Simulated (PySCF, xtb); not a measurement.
C3H9Ga, SMILES CC[CH2][GaH2].

GFN2-xTB (xtb 6.7.1) at its own geometry gives an orbital gap of 4.86 eV and a dipole moment of 1.96 D.

Coordinates come from a PBE0-D3(BJ)/def2-SVP optimisation. The structure was generated by enumeration; whether it is a known compound was not checked. Other conformers were not sampled.

**Question.** What does B3LYP/def2-TZVP run with PySCF give? (An estimate is asked for; the answer gives what the named calculation found.)

**Answer.** gap 5.66 eV (levels -7.33 and -1.67 eV), dipole 0.74 D.
